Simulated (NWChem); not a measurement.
System: C$_{2}$H$_{5}$FOSi; SMILES FC[SiH2]C=O

Excerpt of the output:

```
             Northwest Computational Chemistry Package (NWChem) 7.3.0
             --------------------------------------------------------

                             Geometry "geometry" -> ""
                             -------------------------

 Output coordinates in angstroms (scale by  1.889725989 to convert to a.u.)

  No.       Tag          Charge          X              Y              Z
 ---- ---------------- ---------- -------------- -------------- --------------
    1 O                    8.0000    -0.50309200    -2.46589000    -0.24219800
    2 C                    6.0000    -0.59744800    -1.34708500     0.19623500
    3 Si                  14.0000     0.85613200    -0.07256900     0.16900400
    4 C                    6.0000     0.16974300     1.56035500    -0.53042400
    5 F                    9.0000    -0.91763700     1.93086300     0.23969800
    6 H                    1.0000    -1.56947700    -0.99704100     0.64685500
    7 H                    1.0000     1.29907500     0.15846400     1.57685100
    8 H                    1.0000     1.97855800    -0.58643200    -0.66635100
    9 H                    1.0000    -0.15459700     1.44528800    -1.58012900
   10 H                    1.0000     0.92309600     2.36763900    -0.50793700

 Effective nuclear repulsion energy (a.u.)     215.4594008045

                              NWChem Property Module
                              ----------------------

  itol2e modified to match energy
  convergence criterion.

                                 NWChem DFT Module
                                 -----------------

 Summary of "ao basis" -> "ao basis" (spherical)
 ------------------------------------------------------------------------------
       Tag                 Description            Shells   Functions and Types
 ---------------- ------------------------------  ------  ---------------------
 O                           6-31g*                  6       14   3s2p1d
 C                           6-31g*                  6       14   3s2p1d
 Si                          6-31g*                  8       18   4s3p1d
 F                           6-31g*                  6       14   3s2p1d
 H                           6-31g*                  2        2   2s

  itol2e modified to match energy
  convergence criterion.

            General Information
            -------------------
          SCF calculation type: DFT
          Wavefunction type:  closed shell.
          No. of atoms     :    10
          No. of electrons :    48
           Alpha electrons :    24
            Beta electrons :    24
          Charge           :     0
          Spin multiplicity:     1
          Use of symmetry is: off; symmetry adaption is: off
          Maximum number of iterations: 150
          AO basis - number of functions:    84
                     number of shells:    42
          Convergence on energy requested:  1.00D-07
          Convergence on density requested:  1.00D-05
          Convergence on gradient requested:  5.00D-04

              XC Information
              --------------
                         B3LYP Method XC Potential
                     Hartree-Fock (Exact) Exchange  0.200
                        Slater Exchange Functional  0.800 local
                    Becke 1988 Exchange Functional  0.720 non-local
              Lee-Yang-Parr Correlation Functional  0.810
                  VWN I RPA Correlation Functional  0.190 local

             Grid Information
             ----------------
          Grid used for XC integration:  fine
          Radial quadrature: Mura-Knowles
          Angular quadrature: Lebedev.
          Tag              B.-S. Rad. Rad. Pts. Rad. Cut. Ang. Pts.
          ---              ---------- --------- --------- ---------
          O                   0.60       70          12.0       590
          C                   0.70       70          11.0       590
          Si                  1.10      123           8.0       770
          F                   0.50       70          10.0       590
          H                   0.35       60          11.0       590
          Grid pruning is: on
          Number of quadrature shells:   703
          Spatial weights used:  Erf1

      Superposition of Atomic Density Guess
      -------------------------------------

 Sum of atomic energies:        -540.75566277

      Non-variational initial energy
      ------------------------------

 Total energy =    -542.519621
 1-e energy   =   -1175.094659
 2-e energy   =     417.115638
 HOMO         =      -0.261949
 LUMO         =      -0.047071

   convergence    iter        energy       DeltaE   RMS-Dens  Diis-err
 ---------------- ----- ----------------- --------- --------- ---------
 d= 0,ls=0.0,diis     1   -543.5893111966 -7.59D+02  2.02D-02  1.09D+00
 d= 0,ls=0.0,diis     2   -543.2499852661  3.39D-01  1.34D-02  4.65D+00
 d= 0,ls=0.0,diis     3   -543.7189919841 -4.69D-01  2.50D-03  6.28D-02
 d= 0,ls=0.0,diis     4   -543.7220171330 -3.03D-03  1.12D-03  3.49D-02
 d= 0,ls=0.0,diis     5   -543.7251794236 -3.16D-03  2.13D-04  7.61D-04
  Resetting Diis
 d= 0,ls=0.0,diis     6   -543.7252430962 -6.37D-05  6.55D-05  4.62D-05
 d= 0,ls=0.0,diis     7   -543.7252489008 -5.80D-06  3.09D-05  2.03D-06
 d= 0,ls=0.0,diis     8   -543.7252484979  4.03D-07  1.65D-05  6.51D-06
 d= 0,ls=0.0,diis     9   -543.7252491388 -6.41D-07  3.64D-06  2.08D-07
 d= 0,ls=0.0,diis    10   -543.7252491629 -2.41D-08  6.61D-07  4.73D-09

         Total DFT energy =     -543.725249162909
      One electron energy =    -1178.251594411664
           Coulomb energy =      471.787914292204
    Exchange-Corr. energy =      -52.720969847961
 Nuclear repulsion energy =      215.459400804513

 Numeric. integr. density =       47.999997366435

                       DFT Final Molecular Orbital Analysis
                       ------------------------------------

 Vector   22  Occ=2.000000D+00  E=-3.488682D-01
              MO Center= -1.3D-01,  1.5D+00, -1.2D-01, r^2= 2.7D+00
   Bfn.  Coefficient  Atom+Function         Bfn.  Coefficient  Atom+Function
  ----- ------------  ---------------      ----- ------------  ---------------
    64      0.289566   5 F  py               65      0.277501   5 F  pz
    63      0.272143   5 F  px               68      0.213779   5 F  py
    69      0.203642   5 F  pz               67      0.201416   5 F  px
    84     -0.195666  10 H  s                82      0.194044   9 H  s
    81      0.175827   9 H  s                83     -0.174067  10 H  s

 Vector   23  Occ=2.000000D+00  E=-3.115057D-01
              MO Center=  7.7D-02,  1.1D+00, -1.2D-01, r^2= 2.8D+00
   Bfn.  Coefficient  Atom+Function         Bfn.  Coefficient  Atom+Function
  ----- ------------  ---------------      ----- ------------  ---------------
    64      0.333240   5 F  py               50     -0.280743   4 C  py
    68      0.251105   5 F  py               36      0.244836   3 Si py
    65     -0.218811   5 F  pz               35     -0.192743   3 Si px
    51      0.183846   4 C  pz               69     -0.161971   5 F  pz
    34      0.158381   3 Si s                80     -0.155245   8 H  s

[...]

          -----------------------------------------
          Chemical Shielding Tensors (GIAO, in ppm)
          -----------------------------------------

                                NWChem CPHF Module
                                ------------------

  scftype          =     RHF
  nclosed          =       24
  nopen            =        0
  variables        =     1440
  # of vectors     =        3
  tolerance        = 0.10D-03
  level shift      = 0.00D+00
  max iterations   =       50
  max subspace     =       30

 SCF residual:    4.4273017015600132E-005

Iterative solution of linear equations
  No. of variables     1440
  No. of equations        3
  Maximum subspace       30
        Iterations       50
       Convergence  1.0D-04

   iter   nsub   residual    time
   ----  ------  --------  ---------
     1      3    1.12D+00      29.8
     2      6    1.79D-01      33.1
     3      9    6.52D-03      36.4
     4     12    5.66D-04      39.7
     5     15    1.81D-05      43.0

      Atom:    1  O
        Diamagnetic
    384.5451     -3.3028      0.4449
     -3.3028    412.9548      9.1517
      0.4449      9.1517    392.7193

        Paramagnetic
   -807.2889     57.2229    297.4608
     57.2229  -1613.4040   -621.6394
    297.4608   -621.6394   -301.9625

        Total Shielding Tensor
   -422.7438     53.9201    297.9057
     53.9201  -1200.4492   -612.4877
    297.9057   -612.4877     90.7568

           isotropic =    -510.8121
          anisotropy =   -1439.1198

          Principal Components and Axis System
                 1           2           3
            -1470.2253   -477.2685    415.0575

      1        -0.1567      0.9418      0.2974
      2         0.9089      0.2554     -0.3298
      3         0.3865     -0.2186      0.8960

      Atom:    2  C
        Diamagnetic
    254.4880      6.4211     -3.4859
      6.4211    262.9698      6.0077
     -3.4859      6.0077    240.7527

        Paramagnetic
   -321.1353     11.2267     68.5034
     11.2267   -339.1404    -79.1967
     68.5034    -79.1967   -184.9379

        Total Shielding Tensor
    -66.6473     17.6479     65.0175
     17.6479    -76.1706    -73.1890
     65.0175    -73.1890     55.8148

           isotropic =     -29.0010
          anisotropy =    -164.7254

          Principal Components and Axis System
                 1           2           3
             -138.8180    105.0812    -53.2663

      1        -0.5724      0.3042      0.7615
      2         0.6860     -0.3311      0.6479
      3         0.4492      0.8932     -0.0192

      Atom:    3  Si
        Diamagnetic
    883.1329      0.2515      0.3488
      0.2515    885.6065     -0.9214
      0.3488     -0.9214    879.0172

        Paramagnetic
   -437.8569    -12.3070     -5.6146
    -12.3070   -409.6132     15.8253
     -5.6146     15.8253   -455.2922

        Total Shielding Tensor
    445.2760    -12.0555     -5.2658
    -12.0555    475.9934     14.9039
     -5.2658     14.9039    423.7250

           isotropic =     448.3315
          anisotropy =      53.9306

          Principal Components and Axis System
                 1           2           3
              484.2852    441.1102    419.5990

      1        -0.3167      0.9445      0.0871
      2         0.9143      0.3284     -0.2371
      3         0.2525     -0.0046      0.9676

      Atom:    4  C
        Diamagnetic
    247.4198     -5.7425     -3.8030
     -5.7425    248.8642     -1.6459
     -3.8030     -1.6459    242.9169

        Paramagnetic
   -100.4485    -23.0568    -43.1284
    -23.0568   -151.1860     11.2544
    -43.1284     11.2544   -129.1440

        Total Shielding Tensor
    146.9713    -28.7993    -46.9314
    -28.7993     97.6782      9.6086
    -46.9314      9.6086    113.7729

           isotropic =     119.4741
          anisotropy =     104.9335

          Principal Components and Axis System
                 1           2           3
              189.4298     93.7572     75.2353

      1         0.7918     -0.0884      0.6044
      2        -0.3040      0.8012      0.5155
      3        -0.5298     -0.5919      0.6075

      Atom:    5  F
        Diamagnetic
    476.4344     -7.7868    -13.9524
     -7.7868    463.4406      1.5395
    -13.9524      1.5395    468.6535

        Paramagnetic
    -12.2252     17.2160     53.6694
     17.2160      4.2004     15.7789
     53.6694     15.7789     -4.5609

        Total Shielding Tensor
    464.2092      9.4292     39.7169
      9.4292    467.6410     17.3185
     39.7169     17.3185    464.0926

           isotropic =     465.3143
          anisotropy =      70.0210

          Principal Components and Axis System
                 1           2           3
              511.9950    460.3049    423.6430

      1         0.6321     -0.3790     -0.6759
      2         0.3947      0.9081     -0.1400
      3         0.6668     -0.1783      0.7236

      Atom:    6  H
        Diamagnetic
     35.9574     -2.4252     -6.8663
     -2.4252     26.0165      2.1981
     -6.8663      2.1981     22.4118

        Paramagnetic
    -13.5224      6.2891      7.2141
      6.2891     -7.8960     -5.0130
      7.2141     -5.0130     -3.2813

        Total Shielding Tensor
     22.4350      3.8639      0.3478
      3.8639     18.1205     -2.8149
      0.3478     -2.8149     19.1305

           isotropic =      19.8953
          anisotropy =       7.5855

          Principal Components and Axis System
                 1           2           3
               24.9523     20.3479     14.3858

      1         0.8091      0.4357     -0.3943
      2         0.5466     -0.3114      0.7774
      3        -0.2159      0.8445      0.4901

      Atom:    7  H
        Diamagnetic
     26.2931      0.5291      5.2720
      0.5291     25.3655      1.5099
      5.2720      1.5099     35.6103

        Paramagnetic
      0.1673     -1.1300     -3.1548
     -1.1300      0.7799     -1.1821
     -3.1548     -1.1821     -5.1192

        Total Shielding Tensor
     26.4604     -0.6009      2.1172
     -0.6009     26.1454      0.3278
      2.1172      0.3278     30.4910

           isotropic =      27.6989
          anisotropy =       5.5509

          Principal Components and Axis System
                 1           2           3
               31.3995     26.5916     25.1058

      1         0.3927     -0.5085      0.7663
      2         0.0125      0.8361      0.5484
      3         0.9196      0.2058     -0.3347

      Atom:    8  H
        Diamagnetic
     33.6112     -3.5220     -6.0441
     -3.5220     26.7092      2.3530
     -6.0441      2.3530     26.9060

        Paramagnetic
     -4.0794      1.2935      3.6200
      1.2935      1.4681     -0.6937
      3.6200     -0.6937     -0.0110

        Total Shielding Tensor
     29.5318     -2.2285     -2.4241
     -2.2285     28.1774      1.6593
     -2.4241      1.6593     26.8950

           isotropic =      28.2014
          anisotropy =       6.7105

          Principal Components and Axis System
                 1           2           3
               32.6751     26.5337     25.3954

      1         0.7210      0.5558      0.4138
      2        -0.5244      0.8280     -0.1985
      3        -0.4529     -0.0738      0.8885

      Atom:    9  H
        Diamagnetic
     23.3317     -1.1272      3.0557
     -1.1272     24.1883     -0.4939
      3.0557     -0.4939     38.2484

        Paramagnetic
      2.9030     -0.6611     -5.3168
     -0.6611      1.0136      0.4784
     -5.3168      0.4784     -7.5022

        Total Shielding Tensor
     26.2347     -1.7883     -2.2611
     -1.7883     25.2018     -0.0155
     -2.2611     -0.0155     30.7461

           isotropic =      27.3942
          anisotropy =       6.5453

          Principal Components and Axis System
                 1           2           3
               31.7577     26.8629     23.5620

      1        -0.4066      0.6319      0.6599
      2         0.1088     -0.6837      0.7216
      3         0.9071      0.3652      0.2092

      Atom:   10  H
        Diamagnetic
     30.6907      7.4963     -1.5817
      7.4963     33.2738     -1.5714
     -1.5817     -1.5714     21.5989

        Paramagnetic
     -1.4161     -6.7159     -1.4733
     -6.7159     -6.1991      0.5104
     -1.4733      0.5104      4.1207

        Total Shielding Tensor
     29.2746      0.7804     -3.0550
      0.7804     27.0746     -1.0610
     -3.0550     -1.0610     25.7196

           isotropic =      27.3563
          anisotropy =       6.0246

          Principal Components and Axis System
                 1           2           3
               31.3727     26.8273     23.8689

      1         0.8242     -0.3226      0.4654
      2         0.2722      0.9464      0.1739
      3        -0.4965     -0.0167      0.8679
```

Level: B3LYP/6-31G* (spherical d), GIAO. Structure relaxed at the PBE0/def2-SVP level. B3LYP is NWChem's, with the RPA form of VWN correlation. NWChem prints the field gradient with the sign opposite to the second derivative of the potential. The printed shielding anisotropy is the first printed principal value minus the mean of the other two.

Task: Reconstruct the input file.

Result: Several could match; the one computed here: the input that was run:
```
start job
memory heap 200 mb stack 900 mb global 1100 mb
geometry units angstroms noautosym nocenter noautoz
  O     -0.503092    -2.465890    -0.242198
  C     -0.597448    -1.347085     0.196235
  Si     0.856132    -0.072569     0.169004
  C      0.169743     1.560355    -0.530424
  F     -0.917637     1.930863     0.239698
  H     -1.569477    -0.997041     0.646855
  H      1.299075     0.158464     1.576851
  H      1.978558    -0.586432    -0.666351
  H     -0.154597     1.445288    -1.580129
  H      0.923096     2.367639    -0.507937
end
basis spherical
  O library 6-31g*
  C library 6-31g*
  Si library 6-31g*
  F library 6-31g*
  H library 6-31g*
end
dft
  xc b3lyp
  iterations 150
end
property
  shielding
  efieldgrad
end
task dft property
```
